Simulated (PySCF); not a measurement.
C7H10OSi.
Atom-mapped SMILES: `[CH3:1][SiH2:2][O:3][c:4]1[cH:5][cH:6][cH:7][cH:8][cH:9]1`

Structure used (PBE0-D3(BJ)/def2-SVP), in Å, numbered top down from 1:
```
atom  x, y, z in Å
C1     4.4433    0.6257    0.2913
Si2    2.9226   -0.3845    0.6437
O3     1.6165    0.6133    0.2792
C4     0.2940    0.3665    0.3938
C5    -0.5921    1.3934    0.0484
C6    -1.9645    1.1923    0.1478
C7    -2.4726   -0.0301    0.5908
C8    -1.5893   -1.0512    0.9337
C9    -0.2117   -0.8609    0.8375
H10    5.3529    0.0340    0.4777
H11    4.4530    0.9548   -0.7587
H12    4.4725    1.5186    0.9337
H13    2.8647   -1.6141   -0.2055
H14    2.8497   -0.7969    2.0793
H15   -0.1767    2.3424   -0.2957
H16   -2.6464    2.0018   -0.1245
H17   -3.5507   -0.1846    0.6680
H18   -1.9722   -2.0137    1.2818
H19    0.4714   -1.6705    1.1085
```

NICS = −σ at a ghost point: NICS(0) at the centroid of the ring atoms, NICS(1) 1 Å to either side along the normal of their mean plane, zz for the tensor component along that normal. Level: GIAO HF/pcSseg-1 (PySCF, non-relativistic, gas phase) on the PBE0-D3(BJ)/def2-SVP geometry, one conformer.

Ring bond lengths (Å): C4–C5 1.400, C5–C6 1.391, C6–C7 1.396, C7–C8 1.393, C8–C9 1.394, C9–C4 1.400.

Question: What do the NICS probes read (ppm)?

Answer: 
```tsv
ring	type	NICS(0)	NICS(1), two faces	NICS(1)zz, two faces	rms pucker (Å)	centre to ring atoms, mean (Å)
C4–C5–C6–C7–C8–C9	6-membered carbocycle; formal bonds all aromatic	-11.1	-12.3 / -12.3	-30.0 / -30.0	0.00	1.40
```

Question: What do they say, and how far can they be read as aromaticity?

Answer: 
- C4–C5–C6–C7–C8–C9: mean NICS(1)zz -30.0 ppm, shielded. The ring is flat and has no four-coordinate atom; by the NICS criterion it is aromatic.

Question: How equal are the bonds by HOMA? HOMA = 1 − mean of α(R − Ropt)² over the ring bonds, with Krygowski's 1993 parameters (CC: Ropt 1.388 Å, α 257.7 Å⁻²).

Answer: 
- C4–C5–C6–C7–C8–C9: HOMA 0.98 = 1 − EN − GEO, with mean bond length 1.395 Å, EN = α(Ropt − mean)² = 0.014 and GEO = α × variance = 0.003. The geometric and the magnetic index point the same way.

Question: What are the shieldings of the ring atoms and their hydrogens in the same run (means over atoms taken as equivalent)?

Answer: 
```json
{"atoms": "C4", "environment": "aromatic carbon bearing oxygen", "σ isotropic (ppm)": "26.4"}
{"atoms": "C5 (×2)", "environment": "aromatic CH carbon", "σ isotropic (ppm)": "68.5"}
{"atoms": "C6 (×2)", "environment": "aromatic CH carbon", "σ isotropic (ppm)": "51.3"}
{"atoms": "C7", "environment": "aromatic CH carbon", "σ isotropic (ppm)": "64.8"}
{"atoms": "H15 (×2)", "environment": "aromatic hydrogen", "σ isotropic (ppm)": "24.65"}
{"atoms": "H16 (×2)", "environment": "aromatic hydrogen", "σ isotropic (ppm)": "24.13"}
{"atoms": "H17", "environment": "aromatic hydrogen", "σ isotropic (ppm)": "24.63"}
```

Question: How do the values depend on the level or the medium?

Answer: 
| level | NICS(0), C4–C5–C6–C7–C8–C9 | mean NICS(1)zz, C4–C5–C6–C7–C8–C9 |
| --- | --- | --- |
| HF/pcSseg-1, gas | -11.1 | -30.0 |
| PBE0/pcSseg-1, gas | -9.6 | -27.3 |

The geometry is the same throughout.
